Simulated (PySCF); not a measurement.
**Identify the compound**

The spectra below were simulated for a compound C6H10N2Si.

1H NMR (400 MHz, computed): δ 7.61 (m, 1H), 6.11 (m, 1H), 5.95 (m, 1H), 5.15 (q, 1H), 4.05 (d, 3H), 2.28 (s, 3H).

13C{1H} NMR (computed): δ 170.2 (C), 135.6 (CH), 131.0 (CH2), 124.4 (C), 36.0 (CH), 27.6 (CH3).

[PySCF 2.14.0 with density-fitted response routines: NMR shieldings at PBE0/pcSseg-1/GIAO; GFN2-xTB structure; no relativistic terms; no solvent; equivalent nuclei averaged; single conformer]

δ = σ(ref) − σ, references computed at the same level: 1H and 13C vs TMS.

Q: Deduce the structure.

A: 
The formula gives 4 degrees of unsaturation (no ring in the answer). 6 carbon signals for 6 carbons: no two carbons are equivalent. Carbon types of the structure: 2 × C, 2 × CH, 1 × CH2, 1 × CH3, leaving 3 H on heteroatoms. δC 170.2: C=N carbon. δC 135.6: alkene CH; as expected for a trigonal carbon in a double bond. δC 131.0: terminal =CH2 carbon; as expected for a trigonal carbon in a double bond. δC 124.4: nitrile carbon; C≡N carbons fall here, among the sp2 signals but without a proton. δH 7.61: hydrogen on an alkene CH; olefinic region. δH 6.11, 5.95: hydrogen on a terminal =CH2 carbon; olefinic region. δH 5.15: hydrogen on an sp3 CH bonded to N and Si, α to a nitrile; its carbon carries N, hence the downfield position.

The compound is SMILES C([C@@H](/N=C(\C=C)C)[SiH3])#N.

The data come from this structure; uniqueness wasn't tested.

Shifts are as computed. Against solution values, carbons near 30 ppm lie about +3 ppm off and those near 130 ppm about +5 ppm. Of 1211 compounds with measured shifts, 218 miss one by over three times the rms of a fit or turn the order of signals round; such compounds aren't used in these exercises. No couplings were computed; multiplicities are counted from neighbouring protons, with m where these are inequivalent, close in shift, in a saturated or five-membered ring or joined by F or P, and br s for small geminal =CH2 splittings.
